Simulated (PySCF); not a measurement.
B3LYP has the VWN-RPA correlation part, as in Gaussian. Excitations are Tamm–Dancoff values on a coarser integration grid. The basis has no diffuse functions, so Rydberg states are missing or too high.

Cartesian coordinates (Å):
```xyz
21

C     -0.4015     1.7943    -2.0008
O     -0.3179     0.4592    -1.5488
Si     0.0006     0.0004    -0.0003
O     -0.9229     0.9490     0.9781
C     -0.7862     1.0478     2.3799
O      1.5637     0.2045     0.4739
C      2.6506    -0.5959     0.0595
O     -0.3208    -1.6113     0.0958
C     -1.4631    -2.2463    -0.4386
H      0.5894     2.2834    -1.9997
H     -1.0827     2.3924    -1.3714
H     -0.7840     1.7928    -3.0333
H      0.2579     1.2554     2.6708
H     -1.4233     1.8712     2.7384
H     -1.1072     0.1179     2.8832
H      3.5339    -0.3278     0.6596
H      2.8922    -0.4281    -1.0057
H      2.4389    -1.6697     0.2007
H     -2.3758    -1.9726     0.1211
H     -1.3270    -3.3364    -0.3638
H     -1.6150    -1.9801    -1.4987
```
Charge 0, multiplicity 1.

Question: What is the computed S1 oscillator strength, T1 excitation (TDA) and S1 excitation (TDA) (B3LYP-D3(BJ)/def2-TZVP // B3LYP-D3(BJ)/def2-SVP (PySCF))?

Answer: 
The S1 oscillator strength is 0.001. The T1 excitation (TDA) is 7.34 eV and the S1 excitation (TDA) is 7.58 eV.
